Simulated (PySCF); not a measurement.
## `C=N[Si]([SiH3])([SiH3])C(C)=O`: 4 charge schemes on one density

C3H11NOSi3.
Geometry (GFN2-xTB, Å), atoms numbered from 1 in this order:
```
atom  x, y, z in Å
C1    -1.1568   -1.9410    1.5613
N2    -0.3495   -1.0400    1.2401
Si3   -0.3175    0.1719    0.0096
Si4   -1.6655   -0.0240   -1.8782
Si5   -0.3781    2.1322    1.2742
C6     1.5030    0.0305   -0.6043
C7     2.5470   -0.5529    0.3004
O8     1.7578    0.4679   -1.7067
H9    -0.9408   -2.5676    2.4227
H10   -2.0909   -2.1554    1.0352
H11   -1.9387    1.2787   -2.4894
H12   -2.9759   -0.5784   -1.4995
H13   -1.1334   -0.9167   -2.9093
H14   -1.0021    3.2007    0.4885
H15   -1.1661    1.9988    2.5014
H16    0.9471    2.6160    1.6718
H17    2.2907   -1.5925    0.4925
H18    2.5206   -0.0307    1.2540
H19    3.5393   -0.4881   -0.1415
```

Density: PBE0/pcSseg-1 (PySCF); schemes: Mulliken, IAO, Hirshfeld and ESP-fitted. Geometry: GFN2-xTB, one conformer, isolated molecule. GFN2-xTB frequencies show an imaginary mode (34i cm⁻¹), so this geometry is no minimum at that level.

Give the atomic charges in each scheme.

In e; atoms taken as equivalent share a row and are averaged (×n: the atom named and its like, n in all):

```csv
atom,environment,Mulliken,IAO,Hirshfeld,ESP-fitted
C1,C=N carbon,+0.052,-0.085,+0.026,+0.187
N2,C=N nitrogen,-0.573,-0.509,-0.221,-0.540
Si3,four-coordinate silicon,+0.326,+0.530,+0.227,+0.324
Si4/Si5,SiH3 silicon,+0.264,+0.286,+0.211,+0.150
C6,carbonyl carbon,-0.052,+0.166,+0.082,+0.574
C7,methyl carbon next to a carbonyl,-0.232,-0.468,-0.128,-0.556
O8,carbonyl oxygen,-0.350,-0.401,-0.228,-0.506
H9,hydrogen on a C=N carbon,+0.119,+0.145,+0.052,+0.062
H10,hydrogen on a C=N carbon,+0.104,+0.112,+0.045,+0.046
H11 (×6),Si–H hydrogen,-0.056,-0.093,-0.072,-0.058
H17/H18/H19,methyl hydrogen,+0.138,+0.166,+0.051,+0.153
```

Mean size of the charges over all atoms: IAO 0.213 e, ESP-fitted 0.205 e, Mulliken 0.162 e, Hirshfeld 0.106 e. Each set sums to the total charge, 0, to within 0.001 e. The Mulliken scheme counts on each atom the diagonal of the density matrix times the overlap matrix over that atom's basis functions.

Some averages cover members that differ in this geometry: Si4/Si5, Mulliken +0.243 to +0.285; Si4/Si5, IAO +0.266 to +0.305; H11 (×6), ESP-fitted -0.074 to -0.037; Si4/Si5, ESP-fitted +0.134 to +0.166 e.

Lowest charge. The schemes don't all agree: Mulliken N2 (-0.573); IAO N2 (-0.509); Hirshfeld O8 (-0.228); ESP-fitted C7 (-0.556).

Highest charge. The schemes don't all agree: Mulliken Si3 (+0.326); IAO Si3 (+0.530); Hirshfeld Si3 (+0.227); ESP-fitted C6 (+0.574).

Sum the charges by element, for elements with more than one atom.

| element | atoms | Mulliken | IAO | Hirshfeld | ESP-fitted |
| --- | --- | --- | --- | --- | --- |
| C | 3 | -0.232 | -0.387 | -0.020 | +0.206 |
| Si | 3 | +0.854 | +1.102 | +0.649 | +0.623 |
| H | 11 | +0.301 | +0.195 | -0.180 | +0.217 |

How many electrons does the Hirshfeld scheme count on Si5?

Its own charge is +0.216 e, so Z − q = 13.784.

How closely do the schemes follow one another over all atoms?

Correlation coefficient and root-mean-square difference: IAO with Hirshfeld 0.94, 0.146 e; Mulliken with IAO 0.93, 0.098 e; Mulliken with Hirshfeld 0.92, 0.107 e; IAO with ESP-fitted 0.87, 0.138 e; Hirshfeld with ESP-fitted 0.81, 0.189 e; Mulliken with ESP-fitted 0.78, 0.175 e.

The run behind these numbers computed NMR shieldings as well. Hardware: Arm Neoverse V2, one thread, no GPU, shared host. Cost: 52 s of wall time (with the writing of density and orbital grids), 1.0 GiB resident at most.
